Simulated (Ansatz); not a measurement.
Species, as SMILES: ClBr (Cl-Br).
Atoms: Cl1, Br2. Bonds: Cl1-Br2.

Basis-set convergence of the highest harmonic wavenumber at MP2 with Ansatz (a program for electronic structure). Each level at its own minimum, finite differences of forces, unscaled; the reference is a large set that could be run, not a limit. Cartesian d functions, on some or all atoms, in 6-31G*, 6-311G**; all else is spherical. Cores are frozen (with 3d on Ga to Br). No added dispersion term, no relativity. Reference: the value in def2-QZVPP, 464 cm⁻¹, itself unsure by roughly 4 cm⁻¹ (its mean distance from cc-pV(Q+d)Z, aug-cc-pV(T+d)Z, def2-TZVPPD).

```tsv
basis	functions	highest harmonic wavenumber (cm⁻¹)
cc-pV(D+d)Z	50	…
def2-SVP	50	428
6-31G*	54	…
aug-cc-pV(D+d)Z	68	430
6-311G**	71	…
pcseg-2	77	461
cc-pV(T+d)Z	82	460
def2-TZVP	85	458
def2-TZVPP	90	458
def2-TZVPPD	108	459
aug-cc-pV(T+d)Z	114	457
cc-pV(Q+d)Z	132	464
def2-QZVPP	159	464
```

Problem. Complete the blanks.

Solution. 
- cc-pV(D+d)Z, highest harmonic wavenumber (cm⁻¹): 435
- 6-31G*, highest harmonic wavenumber (cm⁻¹): 444
- 6-311G**, highest harmonic wavenumber (cm⁻¹): 440
